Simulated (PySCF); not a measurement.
Job file and geometry (Å, from GFN2-xTB) of an NMR shielding run on `CSCS[SiH2][SiH2][SiH3]`, C₂H₁₂S₂Si₃, GIAO PBE0/pcSseg-1 NMR shielding, non-relativistic, gas phase in PySCF 2.14.0, density-fitted response routines; density fitting, a coarse starting grid and PySCF grid level 2 are the driver's defaults:

```
$ OMP_NUM_THREADS=1 python probes_run.py task.json out

{"job": {"kind": "nmr", "xc": "PBE0", "basis": "pcSseg-1"}, "charge": 0, "multiplicity": 1}
C      3.432299    -0.800884    -0.401772
S      2.980003     0.872417    -0.929650
C      1.986066     1.347405     0.510368
S      0.491655     0.346342     0.744318
Si    -0.739722     1.095435    -0.877747
Si    -2.478581    -0.419635    -1.031700
Si    -3.383470    -1.153669     0.975948
H      4.151126    -0.744328     0.411424
H      2.529325    -1.315070    -0.081894
H      3.869287    -1.300446    -1.259282
H      1.709940     2.389537     0.374405
H      2.588486     1.225965     1.407994
H     -1.056184     2.460477    -0.441662
H      0.197796     1.250171    -1.989050
H     -2.025175    -1.548901    -1.860560
H     -3.475241     0.251729    -1.881117
H     -2.338501    -1.376968     1.973505
H     -4.315171    -0.165885     1.527957
H     -4.133743    -2.404443     0.836218
```

Question: Write the output of this run.

Answer: 
```
coarse grid: 17736 points
cycle   1  E = -1747.4049283735  dE =  2.260e-01  |g| = 2.766e-01  |ddm| = 3.919e+00
cycle   2  E = -1747.4104016954  dE = -5.473e-03  |g| = 2.550e-01  |ddm| = 7.289e-01
cycle   3  E = -1747.4278177082  dE = -1.742e-02  |g| = 4.908e-02  |ddm| = 3.788e-01
cycle   4  E = -1747.4283771993  dE = -5.595e-04  |g| = 1.677e-02  |ddm| = 7.356e-02
cycle   5  E = -1747.4284510554  dE = -7.386e-05  |g| = 4.740e-03  |ddm| = 2.598e-02
cycle   6  E = -1747.4284565773  dE = -5.522e-06  |g| = 1.724e-03  |ddm| = 7.380e-03
final grid: 146152 points
cycle   7  E = -1747.4722205898  dE = -1.774e-05  |g| = 9.594e-03  |ddm| = 2.567e-02
cycle   8  E = -1747.4722012533  dE =  1.934e-05  |g| = 1.290e-02  |ddm| = 1.801e-02
cycle   9  E = -1747.4722420112  dE = -4.076e-05  |g| = 1.016e-03  |ddm| = 1.114e-02
cycle  10  E = -1747.4722422784  dE = -2.672e-07  |g| = 2.134e-04  |ddm| = 1.375e-03
cycle  11  E = -1747.4722422906  dE = -1.218e-08  |g| = 5.642e-05  |ddm| = 2.607e-04
cycle  12  E = -1747.4722422914  dE = -7.767e-10  |g| = 1.494e-05  |ddm| = 6.897e-05
converged SCF energy = -1747.4722422914

GIAO shielding tensors (ppm)
atom      isotropic    diamagn.    paramagn.     s11        s22        s33       span
  0 C      168.053     251.768     -83.716    151.349    164.116    188.693     37.343
  1 S      528.761    1056.244    -527.483    377.338    479.219    729.726    352.388
  2 C      140.200     252.802    -112.602    104.965    156.943    158.693     53.728
  3 S      660.498    1061.151    -400.653    451.063    623.977    906.453    455.390
  4 Si     405.568     881.278    -475.710    365.562    392.955    458.186     92.625
  5 Si     481.311     881.103    -399.792    465.280    482.318    496.337     31.057
  6 Si     466.124     879.811    -413.687    456.138    465.615    476.619     20.481
  7 H       29.712      29.042       0.669     24.392     26.595     38.148     13.756
  8 H       28.822      32.254      -3.432     22.493     30.559     33.414     10.922
  9 H       29.950      29.194       0.756     25.016     26.568     38.267     13.251
 10 H       28.302      30.976      -2.674     21.201     28.340     35.364     14.163
 11 H       27.940      31.574      -3.634     19.986     27.947     35.887     15.901
 12 H       27.106      30.447      -3.342     22.951     25.013     33.354     10.403
 13 H       26.448      29.724      -3.277     21.747     27.357     30.239      8.492
 14 H       28.310      29.713      -1.403     24.259     26.445     34.226      9.967
 15 H       28.291      28.736      -0.445     24.168     25.813     34.892     10.724
 16 H       28.066      29.585      -1.520     23.281     28.458     32.459      9.178
 17 H       28.157      28.519      -0.362     24.713     25.683     34.075      9.361
 18 H       28.108      28.096       0.012     24.452     25.357     34.515     10.063
```

Question: Turn these shieldings into chemical shifts. References, each an isolated molecule treated in the same way: ¹³C (σ = 186.93 ppm) and ²⁹Si (σ = 349.16 ppm) and ¹H (σ = 31.72 ppm) vs TMS; ³³S (σ = 503.73 ppm) against CS2.

Answer: Averaging equivalent atoms: C 2: 46.7; C 0: 18.9; S 1: -25; S 3: -157; Si 4: -56.4; Si 6: -117.0; Si 5: -132.2; H 12/13: 4.94; H 16/17/18: 3.61; H 10/11: 3.60; H 14/15: 3.42; H 7/8/9: 2.22 ppm. 

Size and cost of the density-fitted run: 214 basis functions, 74 s wall time on 1 thread of an Arm Neoverse N1, shared host; peak memory 0.89 GiB.
